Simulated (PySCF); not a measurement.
Al(Me)2 (C2H6Al), SMILES [CH3][Al][CH3], multiplicity 2. Atoms are numbered in the order given.

```xyz
9

Al     0.0000     0.0000     0.6456
C      1.6862     0.0000    -0.3895
H      1.7135    -0.8813    -1.0401
H      2.5895     0.0000     0.2208
H      1.7135     0.8813    -1.0401
C     -1.6862     0.0000    -0.3895
H     -1.7135    -0.8813    -1.0401
H     -1.7135     0.8813    -1.0401
H     -2.5895     0.0000     0.2208
```
Charge 0, spin multiplicity 2.

Geometry optimised at B3LYP-D3(BJ)/def2-TZVP. The multiplicity is an assumed one; other spin states were not compared. The isomer is the one that the SMILES or the coordinates give; other isomers of the formula were not compared.

Method: PySCF with TDA-ωB97X/def2-SVPD.

Vertical excitations. Gas-phase values at a fixed geometry.

Computed lowest excited states:
```
state    energy (eV)  λ (nm)      f                              main pairs
-------  -----------  ------  -----  --------------------------------------
root 1          2.17     571  0.040                        α HOMO→LUMO 98 %
root 2          4.00     310  0.019                        β HOMO→LUMO 95 %
root 3          4.79     259  0.000                      α HOMO→LUMO+1 89 %
root 4          4.96     250  0.219                      α HOMO→LUMO+2 86 %
root 5          5.23     237  0.000  α HOMO−1→LUMO 20 %, β HOMO→LUMO+1 76 %
root 6          5.27     235  0.155                      α HOMO→LUMO+3 83 %
root 7          5.55     223  0.000  α HOMO−1→LUMO 74 %, β HOMO→LUMO+1 21 %
root 8          6.52     190  0.037                      α HOMO→LUMO+5 85 %
root 9          6.57     189  0.023   α HOMO→LUMO+4 79 %, β HOMO−1→LUMO 6 %
root 10         6.74     184  0.000                      α HOMO→LUMO+6 92 %
```
Unrestricted roots are not spin-pure.
